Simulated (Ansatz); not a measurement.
(BeO)3 ring (Be₃O₃). The state is a singlet with charge 0. Geometry relaxed at PBE0-D4/def2-SVP.

Cartesian coordinates in Å:
```
Be 0.003 0.936 -0.885
O -1.099 0.006 -1.160
Be -0.889 -0.932 -0.050
O -0.004 -1.161 1.098
Be 0.886 -0.005 0.936
O 1.102 1.155 0.062
```

Estimate the harmonic wavenumbers at RKS PBE0-D4/def2-SVP (Ansatz, unscaled). Is this a minimum?

365, 365, 414, 414, 520, 662, 830, 831, 831, 1241, 1367, 1367 cm⁻¹. Yes, no mode is imaginary beyond noise. Zero-point energy 55.1 kJ/mol. Hardware: 4 threads of Intel Xeon on a shared host. Wall time 30 s.
